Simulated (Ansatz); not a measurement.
Consider the isomerisation: `BOC(=C)N` → `BNC(C)=O`.

Program: Ansatz. Geometries: PBE0-D4/def2-TZVP. ΔE: electronic, gas phase. CBS: MP2 limit from def2 TZ/QZ plus the TZ coupled-cluster correction, frozen cores. DFT in def2-TZVPP. One conformer a species, not always the lowest.

```
             level  ΔE (eV)
            r2SCAN    -0.96
     HF/def2-TZVPP    -1.07
SCS-MP2/def2-QZVPP    -0.99
     MP2/CBS(def2)    -0.96
```

(1) What does CCSD(T)/CBS give? (Estimate.)

Largest T1 diagnostic among the species: 0.015.

## Answers

(1) Ansatz gave: -0.93 eV. The listed levels differ from it by -0.03, -0.14, -0.06, -0.03 eV.

In def2-TZVPP, CCSD(T) changes the Hartree–Fock value by +0.10 eV (the triples alone add +0.01 eV) and MP2 by +0.07 eV.
